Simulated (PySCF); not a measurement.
Species: C5H5FO2.
Atom-mapped SMILES: `[CH3:1][O:2][C:3]1=[C:4]([F:5])[CH2:6][C:7]1=[O:8]`

Definitions: NICS(0) = −σiso at the ring centroid; NICS(1) = −σiso and NICS(1)zz = −σzz at ±1 Å along the ring normal z. Level: GIAO PBE0/pcSseg-1 (PySCF, non-relativistic, gas phase) on the GFN2-xTB geometry, one conformer.

Ring bond lengths (Å), with Mayer bond orders in brackets: C3–C4 1.350 (1.58), C4–C6 1.507 (1.06), C6–C7 1.548 (0.94), C7–C3 1.482 (0.99).

Q: Give the NICS values of each ring in ppm.

A: 
```
       ring                                                    type  NICS(0)  NICS(1), two faces  NICS(1)zz, two faces  rms pucker (Å)  centre to ring atoms, mean (Å)
C3–C4–C6–C7  4-membered carbocycle; formal bonds 1 double, 3 single     -7.0         -2.9 / -2.9             0.5 / 0.5            0.00                            1.04
```

Q: What do they say, and how far can they be read as aromaticity?

A: 
- C3–C4–C6–C7: mean NICS(1)zz 0.5 ppm, near zero. C6 has four or more neighbours, and the NICS criterion for π rings isn't applied.

Q: At the second NICS(1) probe listed for ring C3–C4–C6–C7, 1 Å off the ring, what do the in-plane components average?

A: The isotropic value is a third of the trace: (3 × -2.9 − (0.5))/2 = -4.6 ppm.

Q: List the ring angles and the Hirshfeld charges of the ring atoms.

A: 
- C3–C4–C6–C7: C3 90.6° (+0.037 e), C4 97.0° (+0.094 e), C6 82.5° (-0.087 e), C7 89.9° (+0.147 e); sum 360.0° against 360° for a flat convex ring.

Q: How shielded are the nuclei of the rings and their hydrogens (means over atoms taken as equivalent)?

A: 
```
       atoms                    environment  σ isotropic (ppm)  principal values of the symmetric part, first atom (ppm)
          C3  vinylic carbon bearing oxygen               50.5                                         -24.4, 86.5, 89.5
          C4             vinylic C–F carbon               18.3                                         -70.3, 53.4, 71.7
          C6  sp3 carbon next to a carbonyl              141.2                                       119.0, 147.4, 157.3
          C7         ketone carbonyl carbon                2.9                                         -94.1, 12.0, 90.9
H on C6 (×2)             methylene hydrogen              28.67                                          25.9, 27.2, 32.9
```

The values belong to the conformer `[CH3:1][O:2][C:3]1=[C:4]([F:5])[CH2:6][C:7]1=[O:8]`: C1–O2–C3–C4 180°.
